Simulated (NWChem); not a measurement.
Species: C$_{3}$H$_{2}$N$_{2}$O; SMILES N#C/N=C/C=O

```xyz
8

N      0.3183     3.0057     0.0000
C     -0.0050     1.8831     0.0000
N     -0.5039     0.6406     0.0000
C      0.2734    -0.3829     0.0000
C     -0.3550    -1.7364     0.0000
O      0.3127    -2.7476     0.0000
H      1.3665    -0.3339     0.0000
H     -1.4622    -1.7335     0.0000
```
Atoms are numbered in this order, from 1.

Results from NWChem. Pople sets run with spherical d functions. Geometry: optimised at B3LYP/6-31G* (spherical d). Level: M06-2X/6-31G* with SMD (1 M gas to 1 M solution), gas-phase geometry.

| solvent | dielectric constant | solvation free energy (kcal/mol) | cavity-dispersion-structure term (kcal/mol) | dipole in solution (D) |
|---|---|---|---|---|
| water | 78.4 | (withheld) | (withheld) | 2.72 |
| n-hexane | 1.88 | -6.7 | -2.9 | 2.34 |
| anisole | 4.22 | -9.0 | -2.4 | 2.68 |
| 2-propanol | 19.3 | -7.4 | 2.3 | 2.76 |

**Question.** What belongs in the gaps?

**Answer.** 
- water, solvation free energy (kcal/mol): -4.6
- water, cavity-dispersion-structure term (kcal/mol): 6.0
